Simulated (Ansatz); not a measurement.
Relaxation of H$_{9}$NO$_{2}$Si (13 atoms, charge 0, multiplicity 1), to a largest force component of 0.03 eV/Å in at most 50 steps.

The calculation used RKS revPBE-D4/def2-SVP (Ansatz 0.2.0).

```xyz
13
Properties=species:S:1:pos:R:3:forces:R:3
Si 0.588 1.309 0.668 -0.09 -0.10 -0.78
N 0.610 -1.812 0.526 0.11 -0.12 0.07
H 0.631 2.819 0.716 0.01 -0.02 -0.01
H -0.638 0.854 1.406 0.02 0.01 -0.02
H 1.837 0.787 1.318 -0.03 0.03 -0.01
H -1.309 -0.408 -1.553 0.28 0.21 -0.02
O 0.478 0.877 -1.017 -0.08 0.14 0.75
H -0.271 -1.629 0.033 -0.16 0.02 -0.10
O -1.985 -1.078 -1.343 -0.09 -0.07 0.16
H 1.358 -1.333 0.011 -0.01 -0.01 0.02
H 0.556 -1.412 1.469 0.02 -0.02 -0.07
H 0.649 1.652 -1.585 0.00 -0.03 0.02
H -2.502 -0.626 -0.648 0.03 -0.03 -0.04
```

Where does it end, and by what steps?

The run converged. The force dipped under the threshold on the way, but the program's further checks kept it going. After 20 steps the energy has fallen by 0.097 eV; H6 moved furthest, 0.30 Å.

| step | energy less start (eV) | largest force component (eV/Å) | accepted |
| --- | --- | --- | --- |
| 0 | 0.0000 | 0.781 | yes |
| 1 | -0.0681 | 0.392 | yes |
| 2 | -0.0802 | 0.291 | yes |
| 3 | -0.0894 | 0.144 | yes |
| 4 | -0.0910 | 0.227 | yes |
| 5 | -0.0921 | 0.094 | yes |
| 6 | -0.0939 | 0.121 | yes |
| 7 | -0.0938 | 0.128 | no |
| 8 | -0.0948 | 0.056 | yes |
| 9 | -0.0955 | 0.063 | yes |
| 10 | -0.0958 | 0.056 | yes |
| 11 | -0.0929 | 0.345 | no |
| 12 | -0.0962 | 0.028 | yes |
| 13 | -0.0961 | 0.159 | no |
| 14 | -0.0965 | 0.037 | yes |
| 15 | -0.0965 | 0.120 | no |
| 16 | -0.0968 | 0.016 | yes |
| 17 | -0.0970 | 0.040 | yes |
| 18 | -0.0968 | 0.124 | no |
| 19 | -0.0971 | 0.013 | yes |
| 20 | -0.0972 | 0.027 | yes |

```xyz
13
Properties=species:S:1:pos:R:3
Si 0.488 1.418 0.621
N 0.592 -2.001 0.502
H 0.518 2.922 0.732
H -0.695 0.884 1.366
H 1.772 0.881 1.188
H -1.136 -0.238 -1.374
O 0.248 0.991 -1.010
H -0.268 -1.760 -0.020
O -1.793 -0.954 -1.229
H 1.359 -1.518 0.017
H 0.518 -1.553 1.424
H 0.777 1.488 -1.660
H -2.380 -0.560 -0.557
```

Time of the run: 28 s on 2 threads of Intel(R) Xeon(R) Platinum 8488C (Sapphire Rapids), with other jobs on the host, peak memory 0.16 GiB.
